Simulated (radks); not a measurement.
Results of a calculation; reference values are marked as such.
Task: All-electron atom: Tl5+ in [Xe] 4f14 5d8 (the NIST ground configuration). Level of theory: Dirac Kohn-Sham, PBE, spin-unpolarised, spherical densities, point nucleus; open shells fill j = l - 1/2 first (a radial shooting solver on a logarithmic mesh with Libxc functionals).

Spin-orbit splittings of the eigenvalues, e(l+1/2) - e(l-1/2), with zeta = 2 splitting/(2l+1) and mean radii in bohr:

shell  occ.  splitting (eV)  zeta (eV)  <r> j=l-1/2  <r> j=l+1/2
2p        6            2066       1377      0.05589      0.06469
3p        6           459.3      306.2       0.1674       0.1835
3d       10           98.07      39.23       0.1595       0.1644
4p        6           111.7      74.47       0.3931       0.4274
4d       10           20.84      8.336       0.4332       0.4443
4f       14           4.608      1.317       0.4637       0.4702
5p        6           20.77      13.85       0.9319        1.019
5d        8               ?          ?        1.242        1.276

Estimate the 5d splitting.

Result: 2.623 eV (zeta = 1.049 eV).
